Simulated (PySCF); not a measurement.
CH5BCl3PSi.
Cartesian coordinates in Å at the GFN2-xTB level; atoms count from 1:
```xyz
12
CH5BCl3PSi angstrom
B     -2.6853   -0.0988   -0.1483
P     -0.9723   -0.2910   -0.7614
Si     0.3158    0.6727    0.7519
C      2.0669   -0.1187    0.4772
Cl     2.0416   -1.8372    0.9224
Cl     2.5641    0.0242   -1.2141
Cl     3.2550    0.7072    1.4958
H     -3.4589   -0.9675   -0.2388
H     -3.0195    0.9611    0.2159
H     -0.6816   -1.6337   -0.6095
H      0.4758    2.0874    0.4204
H      0.0997    0.4936    2.1920
```

PySCF, density fitting, gas phase, GFN2-xTB geometry. The standard run uses grid level 2 after a coarse-grid start, the def2-universal JK fitting basis (with tight functions added where the orbital basis needs them), an energy threshold of 1e-9 Eh and DIIS. The changed runs have no coarse-grid stage.

Q: Standard PBE0/def2-SVPD: E = -2075.940956 Eh, HOMO -7.854 eV, LUMO -2.039 eV, dipole 1.242 D, 14 cycles (coarse-grid cycles included). What changes at PBE0/def2-SVPD with: grid level 1?

A: E = -2075.940987 Eh (-0.031 mEh), HOMO -7.854 eV (0.000), LUMO -2.039 eV (0.000), dipole 1.243 D (+0.001), 10 SCF cycles. Of the changed settings only the grid enters the energy expression; the total energy moves by 0.02 kcal/mol.

The cycles:
```
cycle   1  E = -2075.8735513838  dE =  6.465e-01  |g| = 4.904e-01  |ddm| = 4.413e+00
cycle   2  E = -2075.7185807796  dE =  1.550e-01  |g| = 9.538e-01  |ddm| = 1.758e+00
cycle   3  E = -2075.9404341280  dE = -2.219e-01  |g| = 4.061e-02  |ddm| = 1.107e+00
cycle   4  E = -2075.9408149408  dE = -3.808e-04  |g| = 2.325e-02  |ddm| = 1.248e-01
cycle   5  E = -2075.9409742607  dE = -1.593e-04  |g| = 5.946e-03  |ddm| = 5.105e-02
cycle   6  E = -2075.9409866337  dE = -1.237e-05  |g| = 1.471e-03  |ddm| = 1.288e-02
cycle   7  E = -2075.9409873440  dE = -7.103e-07  |g| = 4.426e-04  |ddm| = 3.124e-03
cycle   8  E = -2075.9409874140  dE = -7.000e-08  |g| = 1.216e-04  |ddm| = 1.092e-03
cycle   9  E = -2075.9409874191  dE = -5.157e-09  |g| = 1.673e-05  |ddm| = 2.713e-04
cycle  10  E = -2075.9409874192  dE = -1.073e-10  |g| = 6.531e-06  |ddm| = 4.668e-05
```
